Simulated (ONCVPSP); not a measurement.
How hard is this niobium ONCV potential?

* Element: niobium
* Generator: ONCVPSP 4.0.1
* Type: optimised norm-conserving Vanderbilt (ONCV)
* Functional: PBEsol
* Relativity: fully relativistic
* Frozen core: [Ar] 3d10
* Valence charge: 13
* Reference configuration: 4s2 4p6 4d4 5s1
* Partial waves: 4s+5s: rc 1.95 bohr, ncon 3, nbas 6, qcut 5.4 1/bohr, 2 projectors; 4p: rc 1.85 bohr, ncon 3, nbas 8, qcut 8.3 1/bohr, 1 projector; 4d: rc 1.80 bohr, ncon 3, nbas 8, qcut 6 1/bohr, 1 projector
* Local potential: polynomial inside 1.45 bohr (lpopt 5, dvloc0 3 Ha)
* Core correction: Teter function, fcfact 5.25, rcfact 1.4

Open shells are filled in proportion to 2j + 1.

Question: For each optimised wave give the share of its norm inside rc, the residual kinetic energy above qcut (Ha) and the cutoffs (Ha) for errors of 10, 1, 0.1 and 0.01 mHa per electron.

Answer:

```json
{"wave": "4s", "norm inside rc": "0.960", "residual KE": "1.5e-05", "10 mHa": "4.0", "1 mHa": "9.5", "0.1 mHa": "12.4", "0.01 mHa": "19.9"}
{"wave": "5s", "norm inside rc": "0.062", "residual KE": "1.9e-05", "10 mHa": "3.2", "1 mHa": "8.8", "0.1 mHa": "12.6", "0.01 mHa": "18.3"}
{"wave": "4p j=3/2", "norm inside rc": "0.871", "residual KE": "2.7e-08", "10 mHa": "8.1", "1 mHa": "15.5", "0.1 mHa": "22.4", "0.01 mHa": "26.5"}
{"wave": "4p j=1/2", "norm inside rc": "0.885", "residual KE": "2.5e-08", "10 mHa": "8.5", "1 mHa": "11.7", "0.1 mHa": "21.8", "0.01 mHa": "26.1"}
{"wave": "4d j=5/2", "norm inside rc": "0.429", "residual KE": "8.3e-05", "10 mHa": "11.2", "1 mHa": "14.7", "0.1 mHa": "17.7", "0.01 mHa": "70.8"}
{"wave": "4d j=3/2", "norm inside rc": "0.440", "residual KE": "9.2e-05", "10 mHa": "11.3", "1 mHa": "14.8", "0.1 mHa": "17.8", "0.01 mHa": "72.6"}
```

The occupied waves need 16 Ha and 22 Ha for 1 and 0.1 mHa. 1 of 4 tests not solved or not reliable.
